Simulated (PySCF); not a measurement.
Calculation: PySCF with PBE-D3(BJ)/def2-TZVP // PBE-D3(BJ)/def2-SVP. Isolated molecules, 0 K electronic values unless said otherwise. 

Reference species: [Cd(Br)2] (neutral, multiplicity 1).

```json
{
  "HOMO–LUMO gap": "3.90 eV",
  "HOMO": "-7.14 eV",
  "LUMO": "-3.25 eV"
}
```

Changed species: [Cd(H)2] (2 of 2 Br replaced by H; the reference has 0 of 2 Br replaced by H).

**Question.** Give the shifts of the HOMO–LUMO gap, HOMO and LUMO.

**Answer.** the HOMO–LUMO gap rises by 1.39 eV, to 5.29 eV; the HOMO goes up by 0.47 eV, to -6.67 eV; the LUMO increases by 1.86 eV, to -1.39 eV.
